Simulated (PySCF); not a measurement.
## NMR parameters from quadrupole coupling constants

Species: C5H13FSSi.
Structure used (GFN2-xTB), in Å, numbered top down from 1:
```xyz
21
C5H13FSSi angstrom
C      3.3909    0.3045    0.8565
C      2.2511   -0.2221    0.0075
S      0.6725    0.5364    0.5567
C     -0.5508   -0.6846   -0.0507
C     -0.5399   -0.7750   -1.5632
F     -0.1907   -1.9336    0.4573
Si    -2.2650   -0.2370    0.7297
C     -2.7805    1.4773    0.1145
H      3.4764    1.3836    0.7492
H      3.2174    0.0751    1.9051
H      4.3273   -0.1552    0.5458
H      2.1392   -1.2994    0.1256
H      2.3990    0.0261   -1.0443
H     -1.3206   -1.4577   -1.8949
H     -0.7229    0.2100   -1.9836
H      0.4170   -1.1465   -1.9280
H     -3.1790   -1.2876    0.2671
H     -2.0830   -0.2939    2.1784
H     -3.0233    1.4677   -0.9446
H     -3.6584    1.8274    0.6475
H     -1.9855    2.2016    0.2679
```

Computed at PBE0/pcSseg-1 (PySCF, non-relativistic):

| atom | environment | nucleus | spin I | Q (b) | CQ = χzz (MHz) | η |
| --- | --- | --- | --- | --- | --- | --- |
| S3 | sulfide sulfur | 33S | 3/2 | -0.0678 | 46.926 | 0.658 |

**Question.** Recover the principal values of the field gradient from CQ = 234.96 MHz × Q × Vzz, η = (Vxx − Vyy)/Vzz and a zero trace.

**Answer.** Vxx = −Vzz(1 − η)/2 and Vyy = −Vzz(1 + η)/2, in au:

| atom | Vxx (au) | Vyy (au) | Vzz (au) | Vzz (10²¹ V/m²) |
| --- | --- | --- | --- | --- |
| S3 | 0.504 | 2.442 | -2.946 | -28.62 |

**Question.** PQ = |CQ|√(1 + η²/3), νQ = 3|CQ|/[2I(2I − 1)], ν0 = |g|·7.62259 MHz/T·B with g(33S) = 0.42921: values at 7.05 T?

**Answer.** 
```json
{"atom": "S3", "PQ (MHz)": "50.20", "νQ (MHz)": "23.46", "ν0 (MHz)": "23.07", "νQ/ν0": "1.017"}
```

For S3: PQ = 46.93 × 1.0697, νQ = 46.93 × 0.5000, ν0 = 3.2717 MHz/T × 7.05 T.

For S3 νQ isn't small against ν0, so the high-field expansions of solid-state NMR fail there at this field.

**Question.** Take a correlation time of 2 ps, isotropic tumbling and extreme narrowing. What quadrupolar relaxation rates and linewidths follow?

**Answer.** Rate = (3π²/10) PQ² τc (2I + 3)/[I²(2I − 1)], the same for T1 and T2; width = rate/π.

```json
{"site": "33S at S3", "spin factor (2I + 3)/[I²(2I − 1)]": "1.333", "1/T1 (s⁻¹)": "19900", "T1 (ms)": "0.0503", "linewidth (Hz)": "6330"}
```

One conformer (not necessarily the lowest) at the GFN2-xTB geometry, without solvent, vibrations or thermal averaging. GFN2-xTB bond lengths can be off by several hundredths of an ångström, more for odd bonds, and the gradients follow them. These gradients aren't converged with respect to the basis.
